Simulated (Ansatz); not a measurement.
BH2(NCO) (CH₂BNO), relaxed as a singlet with RKS PBE-D4/def2-TZVP in Ansatz, starting from the GFN2-xTB geometry. Force threshold 0.02 eV/Å.

Start:

```xyz
6

B    -0.7704   -0.2277    0.7446
H    -0.5302   -1.0507    1.5408
H    -1.7930    0.3381    0.6945
N     0.2033    0.0946   -0.1860
C     1.0414    0.3134   -0.9980
O     1.8489    0.5322   -1.7959
```

| step | energy (eV) | largest force component (eV/Å) | SCF passes |
| --- | --- | --- | --- |
| 1 | -5279.1259 | 2.002 | 17 |
| 2 | -5279.1946 | 0.234 | 23 |
| 3 | -5279.1976 | 0.103 | 23 |
| 4 | -5279.1982 | 0.039 | 22 |
| 5 | -5279.1983 | 0.016 | 24 |
| 6 | -5279.1983 | 0.016 | 23 |
| 7 | -5279.1984 | 0.019 | 22 |
| 8 | -5279.1985 | 0.029 | 21 |
| 9 | -5279.1986 | 0.028 | 21 |
| 10 | -5279.1987 | 0.011 | 22 |
| 11 | -5279.1987 | 0.009 | 22 |
| 12 | -5279.1987 | 0.015 | 22 |
| 13 | -5279.1988 | 0.050 | 21 |
| 14 (rejected) | -5279.1984 | 0.308 | 21 |
| 15 | -5279.1996 | 0.054 | 21 |
| 16 (rejected) | -5279.1995 | 0.343 | 20 |
| 17 | -5279.2003 | 0.101 | 21 |
| 18 | -5279.2008 | 0.176 | 20 |
| 19 | -5279.2025 | 0.112 | 20 |
| 20 | -5279.2029 | 0.082 | 22 |
| 21 | -5279.2032 | 0.019 | 23 |

Force components are those of the run's own axes.

End:

```csv
atom,x (Å),y (Å),z (Å)
B1,-0.791,-0.203,0.726
H2,-0.404,-1.055,1.482
H3,-1.880,0.291,0.823
N4,0.057,0.234,-0.311
C5,1.048,0.301,-1.000
O6,1.970,0.432,-1.719
```

By distances, no bond broke or formed. The bond that changes most is B1–H2, from 1.17 to 1.20 Å (atoms count from 1).

The force fell under the threshold at step 5, but the optimiser went on and released 0.005 eV more. No frequencies were taken in this run, so the end may be a saddle point.

Run time 14 s (4 threads of Arm Neoverse V2 on a shared host).
